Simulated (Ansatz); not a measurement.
```xyz
21

C     1.310   -1.954   -0.380
S     1.701   -0.188   -0.646
Hf   -0.194    0.500    0.688
S    -2.209   -0.439   -0.309
C    -1.957   -0.300   -2.111
S    -0.048   -0.224    2.990
C     1.524   -1.127    3.181
S    -0.210    2.909    0.654
C    -0.761    3.102   -1.075
H     1.052   -2.414   -1.333
H     2.186   -2.446    0.042
H     0.468   -2.115    0.305
H    -2.473   -1.138   -2.578
H    -0.902   -0.340   -2.379
H    -2.393    0.630   -2.474
H     1.935   -0.865    4.155
H     1.329   -2.199    3.152
H     2.242   -0.859    2.409
H    -0.600    2.204   -1.676
H    -1.820    3.356   -1.093
H    -0.181    3.908   -1.523
```

Total charge 0; spin multiplicity 1. Hf: def2 effective core potential.

List the PBE0/def2-TZVPP orbital energies in eV (Ansatz 0.2.0). (Best estimate.)

Computed: Occupied: -2422.12, -2422.04, -2421.94, -2421.84, -279.40, -279.19, -279.18, -279.10, -217.47, -217.40, -217.29, -217.19, -161.32, -161.23, -161.17, -161.16, -161.13, -161.10, -161.09, -161.04, -160.99, -160.98, -160.90, -160.88, -68.30, -36.60, -36.56, -36.50, -21.86, -21.61, -21.58, -21.45, -17.74, -17.59, -17.47, -17.37, -12.80, -12.67, -12.57, -12.33, -12.27, -12.19, -12.10, -12.00, -10.79, -10.55, -10.48, -10.35, -8.37, -8.18, -7.92, -7.80, -7.43, -7.36, -7.08, -6.83. Lowest empty: -1.76, -1.52, -0.95, -0.58, -0.23, 0.38, 0.82, 1.05.
